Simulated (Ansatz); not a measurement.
Reaction (atomization): `FC[SiH2]BS` → B• + C• + F• + 6 H• + S• + Si•

Computed with Ansatz on PBE0-D4/def2-TZVP structures; ΔE is electronic, products minus reactants. CCSD(T)/CBS is the MP2 limit (def2-TZVPP, def2-QZVPP) plus CCSD(T) − MP2 in def2-TZVPP, frozen cores. This one scheme is used for every species, atoms too. Functionals use def2-TZVPP. B3LYP here is the variant with VWN-RPA as its local correlation; programs differ in this. Open shells (•) are unrestricted, without spin–orbit coupling. Spin–orbit coupling would lower the free atoms: a little for B, C, F, S, Si. Each species was taken in one conformer, which may not be the lowest.

| level | ΔE (kcal/mol) | difference from CCSD(T)/CBS |
| --- | --- | --- |
| PBE-D4 | 902.3 | 16.4 |
| r2SCAN-D4 | 893.5 | 7.6 |
| PBE0-D4 | 889.2 | 3.3 |
| B3LYP-D4 | 888.0 | 2.1 |
| ωB97X-V | 893.6 | 7.7 |
| ωB97M-V | 891.8 | 5.9 |
| B2PLYP | 876.6 | -9.3 |
| PBE | 896.8 | 10.9 |
| r2SCAN | 892.1 | 6.2 |
| PBE0 | 884.5 | -1.4 |
| B3LYP | 879.0 | -6.9 |
| HF/def2-TZVPP | 659.8 | -226.1 |
| MP2/def2-TZVPP | 873.4 | -12.5 |
| SCS-MP2/def2-TZVPP | 870.9 | -15.0 |
| CCSD/def2-TZVPP | 851.0 | -34.9 |
| CCSD(T)/def2-TZVPP | 863.4 | -22.5 |
| HF/def2-QZVPP | 660.7 | -225.2 |
| MP2/def2-QZVPP | 886.6 | 0.7 |
| SCS-MP2/def2-QZVPP | 885.5 | -0.4 |
| HF/CBS(def2) | 660.8 | -225.1 |
| MP2/CBS(def2) | 895.9 | 10.0 |
| CCSD/CBS(def2) | 873.4 | -12.5 |
| CCSD(T)/CBS | 885.9 | 0 |

Largest T1 diagnostic among the species: 0.014.

The D4 term adds +9.0 kcal/mol with B3LYP and +4.7 kcal/mol with PBE0; it sums over pairs of atoms, weighted by their polarisabilities, and B3LYP, whose exchange is more repulsive, gets the larger term. From PBE to PBE0 (25 % exact exchange), in def2-TZVPP and without D4, ΔE moves by −12.3 kcal/mol: exact exchange takes away binding that semilocal exchange gives to molecules. In def2-TZVPP, CCSD(T) changes the Hartree–Fock value by +203.6 kcal/mol (the triples alone add +12.4 kcal/mol) and MP2 by +213.6 kcal/mol; breaking electron pairs costs correlation energy, which Hartree–Fock lacks.

For atomizations the MP2-based limit and the directly extrapolated one differ by several kJ/mol either way, and by 10 to 25 for some Ge, Se and Sn compounds, so smaller differences from it don't rank the levels.
